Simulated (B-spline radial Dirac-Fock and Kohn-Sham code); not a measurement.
## Dipole and non-dipole photoemission parameters of Pd⁺ 3p1/2

System: Pd⁺, configuration [Kr] 4d9; threshold 567.4 eV (orbital energy of the model). These are calculated numbers from an atomic code on a B-spline grid; the model is Dirac-Hartree-Slater photoionisation with a Latter tail; cross sections with all multipoles, angular parameters from the dipole term and its interference with E2.

For linearly polarised light dσ/dΩ = σ/(4π) [1 + β P₂(cos θ) + (δ + γ cos²θ) sin θ cos φ], with θ from the polarisation vector and φ the angle between the beam and the projection of the electron momentum on the plane normal to the polarisation.

| hν (eV) | σ (kb) | β | γ | δ |
| --- | --- | --- | --- | --- |
| 671 | 147 | 0.833 | 0.202 | 0.113 |
| 795 | 127 | 1.221 | 0.294 | 0.046 |
| 941 | 105 | 1.409 | 0.180 | 0.018 |
| 1253.6 | 69.4 | 1.557 | 0.011 | 0.003 |
| 1390 | 58.6 | 1.582 | -0.015 | 0.002 |
| 1520 | 50.3 | 1.597 | -0.023 | 0.001 |
| 1830 | 35.8 | 1.610 | 0.000 | 0.002 |
| 2000 | 30.2 | 1.610 | 0.028 | 0.003 |
| 2830 | 14.7 | 1.579 | 0.217 | 0.008 |
| 4000 | 6.63 | 1.514 | 0.497 | 0.018 |
| 6000 | 2.40 | 1.406 | 0.890 | 0.039 |
| 6180 | 2.22 | 1.397 | 0.920 | 0.042 |
| 8047.8 | 1.09 | 1.310 | 1.196 | 0.065 |
| 13800 | 0.234 | 1.106 | 1.754 | 0.139 |
| 14100 | ? | ? | ? | ? |
| 15000 | 0.182 | 1.072 | 1.838 | 0.154 |

Problem. Give the values at 14100 eV.

Solution. σ = 0.219 kb, β = 1.097, γ = 1.776, δ = 0.143.
